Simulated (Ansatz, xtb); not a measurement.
# C4H2ClNO3: which of two isomers lies lower

We compare I, `O=C(O)c1coc(Cl)n1`, a singlet, with II, `O=COc1cnc(Cl)o1`, a singlet. Both are isolated molecules in the gas phase, relaxed with r2SCAN-D4/def2-SVP; the shapes shown needn't be the lowest conformers.

I (Å):

```yaml
atoms:
  - { symbol: C, position_ang: [-0.9856, -2.1782, -0.1540] }
  - { symbol: C, position_ang: [-0.2440, -1.1087, 0.5415] }
  - { symbol: C, position_ang: [0.6611, -0.2243, 0.0165] }
  - { symbol: C, position_ang: [0.4049, 0.1232, 2.1176] }
  - { symbol: Cl, position_ang: [0.7079, 0.9208, 3.5799] }
  - { symbol: N, position_ang: [-0.3916, -0.8643, 1.8962] }
  - { symbol: O, position_ang: [-1.7740, -2.9332, 0.3545] }
  - { symbol: O, position_ang: [-0.6590, -2.2032, -1.4674] }
  - { symbol: O, position_ang: [1.0853, 0.5759, 1.0298] }
  - { symbol: H, position_ang: [-1.1795, -2.9246, -1.8608] }
  - { symbol: H, position_ang: [1.0778, -0.0453, -0.9707] }
```

II (Å):

```xyz
11

C    -1.5790    1.6038    0.0462
C     0.4131    0.4362    0.4308
C     1.3871    1.3525    0.7155
C     2.2524   -0.5811    0.7900
Cl    3.2441   -1.9484    0.9305
N     2.5663    0.6587    0.9431
O    -1.1001    2.6830    0.2274
O    -0.9007    0.4219    0.1259
O     0.9507   -0.8112    0.4740
H    -2.6304    1.3718   -0.2122
H     1.3145    2.4343    0.7690
```

Quicker runs give these differences E(II) − E(I): GFN2-xTB +24.1 kJ/mol; HF/STO-3G +17.3 kJ/mol (at GFN2-xTB geometries); r2SCAN-D4/def2-SVP//GFN2-xTB +73.5 kJ/mol.

**Question.** Estimate E(II) − E(I) at the level CCSD(T)/def2-SVP + ΔMP2/def2-TZVPP.

**Answer.** Calculated at CCSD(T)/def2-SVP + ΔMP2/def2-TZVPP: E(II) − E(I) = +75.6 kJ/mol, so structure I lies lower.

Level by level:

```csv
level,geometry,E(II) − E(I) (kJ/mol),departure from the last row (kJ/mol),"job, with rough time for the two"
GFN2-xTB,GFN2-xTB,+24.1,−51.5,"optimisation, 0.12 s"
HF/STO-3G,GFN2-xTB,+17.3,−58.4,"single point, 0.36 s"
r2SCAN-D4/def2-SVP//GFN2-xTB,GFN2-xTB,+73.5,−2.1,"single point, 3.3 s"
r2SCAN-D4/def2-SVP,r2SCAN-D4/def2-SVP,+71.8,−3.9,"optimisation, 26 s"
HF/def2-SVP,r2SCAN-D4/def2-SVP,+73.9,−1.7,part of the CCSD(T) run
MP2/def2-SVP,r2SCAN-D4/def2-SVP,+79.2,+3.5,part of the CCSD(T) run
CCSD(T)/def2-SVP,r2SCAN-D4/def2-SVP,+73.8,−1.9,single point
CCSD(T)/def2-SVP + ΔMP2/def2-TZVPP,r2SCAN-D4/def2-SVP,+75.6,,"single point, 90 s"
```

As drawn, II has 1 C–O, 1 C–H in place of 1 C–C, 1 O–H.

None of the levels shown reverses the order. The largest departure from CCSD(T)/def2-SVP + ΔMP2/def2-TZVPP is that of HF/STO-3G, 58.4 kJ/mol. The last row adds to CCSD(T) the change of the MP2 difference between the two basis sets, here +1.9 kJ/mol.

With thermal terms from frequencies at re-optimised GFN2-xTB minima (ideal gas, soft modes damped towards free rotors, one conformer each, 298.15 K, 1 atm): the zero-point term adds −0.8 kJ/mol; ΔH is +74.8 and ΔG +75.3 kJ/mol.

The correlated steps freeze 13 core orbitals. Codes used: Ansatz 0.2.0, xtb 6.7.1; the last row on 4 threads of Arm Neoverse V2 on a shared host.
